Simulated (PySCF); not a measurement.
A PySCF script (with the pyscf-properties extension) for the NMR shieldings of `FC[C@@H]1[Si@H](C#C)C1`, C5H7FSi, on a GFN2-xTB geometry:

```python
import basis_set_exchange as bse
import numpy as np
from pyscf import gto, dft
from pyscf.prop import nmr

atoms = """
C     3.033210    0.561284    0.097936
C     2.064155   -0.150802    0.064105
Si    0.578924   -1.229705    0.038693
C    -0.681357   -0.832321   -1.306567
C    -1.089557   -0.334902    0.090900
C    -1.178959    1.154245    0.265557
F    -1.141275    1.497323    1.602047
H     3.878555    1.187124    0.121695
H     0.716426   -2.573575    0.566471
H    -1.309163   -1.603800   -1.730111
H    -0.472153   -0.055036   -2.029382
H    -1.944305   -0.843503    0.524446
H    -2.122044    1.559606   -0.124973
H    -0.333136    1.663588   -0.207961
"""
names = dict.fromkeys(["C", "Si", "F", "H"], "pcSseg-1")
basis = {el: gto.basis.parse(bse.get_basis(n, elements=[el], fmt="nwchem")) for el, n in names.items()}
mol = gto.M(atom=atoms, basis=basis, charge=0, verbose=0)
mf = dft.RKS(mol, xc="PBE0")
mf.grids.level = 2
mf.grids.alignment = dft.numint.BLKSIZE   # the property module wants whole blocks of grid points
mf.conv_tol = 1e-9
mf.kernel()

calc = nmr.RKS(mf)   # GIAO
C = mf.mo_coeff
Co = C[:, mf.mo_occ > 0]
resp = mf.gen_response(singlet=True, hermi=2)
def vind(x):   # induced exchange potential for any number of trial vectors
    d = np.einsum("pi,xij,qj->xpq", C, 2 * x.reshape(-1, C.shape[1], Co.shape[1]), Co, optimize=True)
    return np.einsum("xpq,pi,qj->xij", resp(d - d.transpose(0, 2, 1)), C, Co, optimize=True).ravel()
mo1, _ = nmr.rhf.solve_mo1(calc, with_cphf=vind)
sigma = calc.kernel(mo1)
for i, s in enumerate(sigma):   # ppm
    w = np.linalg.eigvalsh((s + s.T) / 2)
    print("%2d %-2s iso %8.1f  s11 %8.1f  s22 %8.1f  s33 %8.1f" % (i, mol.atom_pure_symbol(i), w.mean(), *w))
```

Problem. What are the results?

Solution. 
```
 0 C  iso     84.4  s11     -7.8  s22     -4.1  s33    265.0
 1 C  iso    102.7  s11      8.3  s22     11.9  s33    288.0
 2 Si iso    487.5  s11    382.6  s22    395.9  s33    684.1
 3 C  iso    185.6  s11    165.4  s22    183.7  s33    207.6
 4 C  iso    170.6  s11    141.8  s22    165.9  s33    204.0
 5 C  iso     98.6  s11     54.3  s22     82.7  s33    158.7
 6 F  iso    401.4  s11    365.0  s22    382.9  s33    456.3
 7 H  iso     30.0  s11     24.4  s22     24.6  s33     41.1
 8 H  iso     28.2  s11     22.4  s22     25.9  s33     36.2
 9 H  iso     31.0  s11     25.2  s22     26.8  s33     41.0
10 H  iso     31.4  s11     26.5  s22     28.4  s33     39.3
11 H  iso     30.2  s11     24.6  s22     27.8  s33     38.3
12 H  iso     26.2  s11     21.0  s22     27.3  s33     30.3
13 H  iso     27.4  s11     24.1  s22     28.2  s33     29.9
```

These numbers come from an equivalent density-fitted implementation of the same equations, which agrees with the script to about 0.01 ppm for H and up to a few tenths of a ppm for heavy atoms, so last digits may differ.

Problem. Turn these shieldings into chemical shifts. δ = σ(ref) − σ, references computed at the same level: TMS for 13C (σref 186.93) and 29Si (σref 349.16) and 1H (σref 31.72); CFCl3 for 19F (σref 170.95).

Solution. Averaging equivalent atoms: C 0: 102.6; C 5: 88.4; C 1: 84.2; C 4: 16.4; C 3: 1.4; Si 2: -138.4; F 6: -230.5; H 12: 5.47; H 13: 4.36; H 8: 3.54; H 7: 1.69; H 11: 1.48; H 9: 0.71; H 10: 0.32 ppm. Unscaled 19F shifts against computed CFCl3 carry errors that often reach 10 to 50 ppm.

Size and cost of the density-fitted run: 161 basis functions, 42 s wall time on 1 thread of an Arm Neoverse N1, shared host; peak memory 0.73 GiB.
